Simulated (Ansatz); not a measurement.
Input file for Ansatz (a first-principles code): R-PBE/def2-TZVPPD on C2H7ClO (a complex), monomers drawn apart or pushed together. Files ending in .json are basis or fitting sets from the Basis Set Exchange.

Ansatz 0.2 input:
```yaml
crystal:
  periodic: [false, false, false]
  atoms:
    - {symbol: Cl, position_ang: [-0.17401669, -0.02806795, 0.46864118]}
    - {symbol: H, position_ang: [-0.20298857, 0.22866111, 1.76144123]}
    - {symbol: C, position_ang: [-1.06942366, -0.53851452, 4.72088514]}
    - {symbol: O, position_ang: [-0.15315302, 0.39061601, 4.15961833]}
    - {symbol: C, position_ang: [1.17687398, 0.21027092, 4.62474179]}
    - {symbol: H, position_ang: [-1.11789389, -0.41981516, 5.80774398]}
    - {symbol: H, position_ang: [-0.78040299, -1.56779083, 4.48288749]}
    - {symbol: H, position_ang: [-2.04519450, -0.32799078, 4.28853682]}
    - {symbol: H, position_ang: [1.22789414, 0.36155156, 5.70743217]}
    - {symbol: H, position_ang: [1.79513066, 0.95260294, 4.12466497]}
    - {symbol: H, position_ang: [1.54498346, -0.79250827, 4.38283859]}
basis:
  gaussian:
    orbitals: def2-TZVPPD.json
hamiltonian:
  xc: {name: PBE}
scf: {lower_state_search: off}
```

Output:

```
WARN ansatz: RAYON_NUM_THREADS=1 ignored (pool sized by the plan → 1); use --threads N
Functional definition: PBE
these checks for a lower state are left out or cut short: stability, starts, cluster_reference, orbital_swaps, neighbouring_geometries, increment
integrals: 0.21 GiB planned
1269 factors; their error is unknown
mean field: 1.57 GiB planned
mean field evaluation 1: about -16740.2888 eV, gradient 6.3e1 eV
mean field evaluation 2: about -16721.2486 eV, gradient 1.1e2 eV
mean field evaluation 4: about -16749.3008 eV, gradient 7.3e0 eV
mean field evaluation 8: about -16749.3829 eV, gradient 1.9e-1 eV
mean field evaluation 16: about -16749.3410 eV, gradient 3.2e-4 eV
mean field -16749.34095242 eV, -615.5269268902 hartree, gradient 4.2e-6 eV, S^2 0.000000; 0 other end points of the search recorded, 0 dependent functions left out
reference -16749.34101741 eV, -615.5269292787 hartree; 22, 22 occupied and 262, 262 virtual orbitals, 1269 factors
Total energy: -16749.34101741 eV, -615.5269292787 hartree
Checks for a lower state left out: stability, starts, cluster_reference, orbital_swaps, neighbouring_geometries, increment
```

The run converged.

Cost: roughly 4 core-seconds.
